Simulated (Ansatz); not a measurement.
Consider the ligand exchange at a Ge–N bond: `[NH2][GeH3]` + H–F → `[F][GeH3]` + NH₃.

Program: Ansatz. Geometries: PBE0-D4/def2-TZVP. ΔE: electronic, gas phase. CCSD(T)/CBS adds triple-zeta CCSD(T) − MP2 to the extrapolated MP2 energy (def2 sets, frozen cores). This one scheme is used for every species. Functionals use def2-TZVPP. B3LYP here is the variant with VWN-RPA as its local correlation; programs differ in this. For Ge outer-core shells are correlated without core-valence functions, which leaves a few kJ/mol of doubt a bond. Scalar relativity is left out up to krypton.

`[NH2][GeH3]`:

Cartesian coordinates in Å:
```
N -0.727 -0.891 0.166
Ge 0.417 0.486 -0.271
H -0.305 -1.598 0.754
H -1.580 -0.582 0.612
H -0.361 1.433 -1.197
H 0.943 1.293 0.940
H 1.613 -0.142 -1.003
```

H–F:

Z-matrix (Å, degrees):
```
F
H 1 0.920
```

`[F][GeH3]`:

```xyz
5

F     0.422    0.633    1.465
Ge   -0.023   -0.035   -0.081
H     0.702    0.807   -1.137
H     0.448   -1.494   -0.069
H    -1.548    0.089   -0.179
```

NH₃:

```xyz
4

N    -0.187    0.208    0.034
H     0.203   -0.094    0.918
H    -0.606   -0.605   -0.400
H     0.589    0.491   -0.552
```

Task: Is it downhill or uphill in electronic energy at CCSD(T)/CBS, and by how much? (An estimate is asked.)

Result: Ansatz gave: Downhill: ΔE = -52.9 kJ/mol.

Task: What do these levels give: revPBE-D4, B3LYP-D4, r2SCAN0-D4, ωB97X-V, ωB97M-V, PBE, PBE0, r2SCAN0, BHLYP, HF/def2-SVP, CCSD/def2-SVP, SCS-MP2/def2-TZVPP? (An estimate is asked.)

Result: The calculation gave: revPBE-D4 -56.3, B3LYP-D4 -63.5, r2SCAN0-D4 -59.9, ωB97X-V -63.5, ωB97M-V -61.6, PBE -60.9, PBE0 -58.3, r2SCAN0 -60.7, BHLYP -67.7, HF/def2-SVP -72.7, CCSD/def2-SVP -64.1, SCS-MP2/def2-TZVPP -58.1 kJ/mol.

Largest T1 diagnostic among the species: 0.012.

Leaving LDA and LC-ωPBE aside and taking each functional with its dispersion term where it has one, the values, not all of them listed here, spread over 14.7 kJ/mol, from B97M-V to PBE-QIDH. LDA lies +9.6 kJ/mol from PBE without D4. From r2SCAN to r2SCAN0 (25 % exact exchange), in def2-TZVPP and without D4, ΔE moves by +3.6 kJ/mol. In def2-TZVPP, CCSD(T) changes the Hartree–Fock value by +17.5 kJ/mol (the triples alone add +1.5 kJ/mol) and MP2 by +19.8 kJ/mol.
